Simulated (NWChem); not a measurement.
System: C8H8GeO; SMILES [GeH3][c]1ccc2ccoc2c1

Here is an NWChem input.

```
start job
memory heap 200 mb stack 900 mb global 1100 mb
geometry units angstroms
  Ge    -2.539909    -0.134737     0.043648
  C     -0.598273    -0.184903    -0.135258
  C     -0.011663    -1.117204    -1.002834
  C      1.350333    -1.211146    -1.169011
  C      2.161685    -0.341852    -0.441862
  C      3.568213    -0.118710    -0.328125
  C      3.711297     0.889861     0.562612
  O      2.525496     1.338642     1.034259
  C      1.568810     0.594948     0.429197
  C      0.196770     0.684707     0.591712
  H     -3.202202    -0.041469    -1.293911
  H     -2.962177     1.034441     0.870953
  H     -3.062768    -1.378304     0.690526
  H     -0.664297    -1.780018    -1.556698
  H      1.785303    -1.934734    -1.842142
  H      4.348735    -0.641576    -0.841490
  H      4.588636     1.376309     0.943721
  H     -0.237310     1.410929     1.263695
end
basis spherical
  * library 6-31g*
end
dft
  xc b3lyp
  iterations 150
  semidirect filesize 400000000
end
driver
  maxiter 120
end
task dft optimize
```

Output (shortened):

```
             Northwest Computational Chemistry Package (NWChem) 7.3.0
             --------------------------------------------------------

 C1  symmetry detected

                             Geometry "geometry" -> ""
                             -------------------------

 Output coordinates in angstroms (scale by  1.889725989 to convert to a.u.)

  No.       Tag          Charge          X              Y              Z
 ---- ---------------- ---------- -------------- -------------- --------------
    1 Ge                  32.0000     0.19864001    -2.65296592    -0.00157681
    2 C                    6.0000    -0.14687020    -0.73332055     0.00608457
    3 C                    6.0000    -1.47134059    -0.27314895     0.00388234
    4 C                    6.0000    -1.78424129     1.06608754     0.00045096
    5 C                    6.0000    -0.73614929     1.98489689    -0.00107504
    6 C                    6.0000    -0.63246657     3.40977951    -0.00405732
    7 C                    6.0000     0.69271246     3.68364134    -0.00299142
    8 O                    8.0000     1.45430574     2.56563369     0.00073179
    9 C                    6.0000     0.59457812     1.51906973     0.00182498
   10 C                    6.0000     0.90292501     0.16930349     0.00567666
   11 H                    1.0000    -0.55954046    -3.34143767     1.08817731
   12 H                    1.0000     1.65530738    -2.92627416     0.18047758
   13 H                    1.0000    -0.23820687    -3.28310320    -1.28624929
   14 H                    1.0000    -2.26679208    -1.00749917     0.00623720
   15 H                    1.0000    -2.81007686     1.40305103    -0.00045880
   16 H                    1.0000    -1.43713225     4.11593306    -0.00677350
   17 H                    1.0000     1.22077388     4.61785093    -0.00473352
   18 H                    1.0000     1.92985514    -0.16653489     0.00915235

 Effective nuclear repulsion energy (a.u.)     716.7629377061

                                Z-matrix (autoz)
                                --------

 Units are Angstrom for bonds and degrees for angles

[...]

      ----------------------
      Optimization converged
      ----------------------

  Step       Energy      Delta E   Gmax     Grms     Xrms     Xmax
  ---- ---------------- -------- -------- -------- -------- --------
@    8   -2461.62126246  4.5D-07  0.00004  0.00001  0.00018  0.00056
                                     ok       ok       ok       ok

                                Z-matrix (autoz)
                                --------

 Units are Angstrom for bonds and degrees for angles

[...]
```

Level: B3LYP/6-31G* (spherical d). No frequency run checked for a minimum.
